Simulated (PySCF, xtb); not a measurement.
H3S, SMILES [SH3+], charge +1.

Geometry optimised at B3LYP-D3(BJ)/def2-TZVPD. The isomer is the one that the SMILES or the coordinates give; other isomers of the formula were not compared.

Calculation: IEF-PCM-B3LYP/def2-TZVPD (PySCF 2.14.0).

The values are the electrostatic part of the solvation free energy, E(continuum) − E(gas) at the gas-phase geometry, in a cavity of scaled van der Waals radii (PySCF's table); cavitation and dispersion terms are not included. In vacuum the orbital gap is 10.51 eV.

### Question
Estimate the values in water (ε = 78.36), 1-octanol (ε = 9.86), chlorobenzene (ε = 5.70). (Estimate from the structure and the level; the computed values follow.)

### Answer

```json
[
 {"solvent": "water", "ε": "78.36", "ΔG(elec) (kcal/mol)": "-75.9", "gap (eV)": "10.49"},
 {"solvent": "1-octanol", "ε": "9.86", "ΔG(elec) (kcal/mol)": "-69.1", "gap (eV)": "10.49"},
 {"solvent": "chlorobenzene", "ε": "5.70", "ΔG(elec) (kcal/mol)": "-63.4", "gap (eV)": "10.49"}
]
```

For comparison, GFN2-xTB/ALPB(water) (xtb, at the GFN2-xTB geometry, all terms of that model) gives -81.4 kcal/mol.
